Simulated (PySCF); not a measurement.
# How the method changes the shape and vibrations of Cl2H2OSi

These are calculations, not measurements. They come from PySCF 2.14.0, an open-source quantum chemistry program, on an isolated molecule that a program drew, which may never have been made. The molecule is Cl2H2OSi (charge 0, singlet), drawn as the SMILES string `O[SiH](Cl)Cl`.

The geometry was optimised and harmonic frequencies were computed with HF and MP2, all in the cc-pV(D+d)Z basis, for the commonest isotopes, with a restricted reference for singlets and an unrestricted one otherwise, and a frozen core in MP2. Each result is a local minimum of its method.

Geometry at the HF minimum:
```xyz
6
Cl2H2OSi, angstrom
O    -0.5246   -0.2479    1.1469
Si   -0.0470    0.9589    0.1777
Cl   -1.6620    2.0188   -0.5151
Cl    1.1678    2.2677    1.1894
H    -1.0157   -0.0804    1.9385
H     0.6786    0.3816   -0.9427
```

Lengths of the bonds as drawn, in Å (atoms numbered as above):
```
bond,HF,MP2
O1-Si2,1.620,1.644
Si2-Cl3,2.052,2.051
Si2-Cl4,2.052,2.051
O1-H5,0.946,0.967
Si2-H6,1.454,1.461
```

Rotational constants, in GHz:
```
constant,HF,MP2
A,4.665,4.563
B,2.473,2.483
C,1.756,1.743
```

Harmonic frequencies in cm^-1, each column in rising order, so a row needn't be the same motion in every method:
| rank | HF | MP2 |
|---|---|---|
| 1 | 193 | 191 |
| 2 | 198 | 195 |
| 3 | 316 | 302 |
| 4 | 319 | 313 |
| 5 | 534 | 524 |
| 6 | 603 | 600 |
| 7 | 826 | 802 |
| 8 | 872 | 829 |
| 9 | 924 | 896 |
| 10 | 978 | 937 |
| 11 | 2448 | ? |
| 12 | 4165 | 3882 |

**Estimate the missing MP2 frequency from the HF column.**

A single factor s that minimises the squared misfit of MP2 against s times HF over the other rows is sum(HF x MP2) / sum(HF^2) = 0.9388, with an rms misfit of 21 cm^-1. For rank 11 it gives 0.9388 x 2448 = 2298 cm^-1. The calculation gives 2385 cm^-1, 87 cm^-1 above the estimate. The drawn bonds are on average 0.8 % longer in MP2 than in HF.
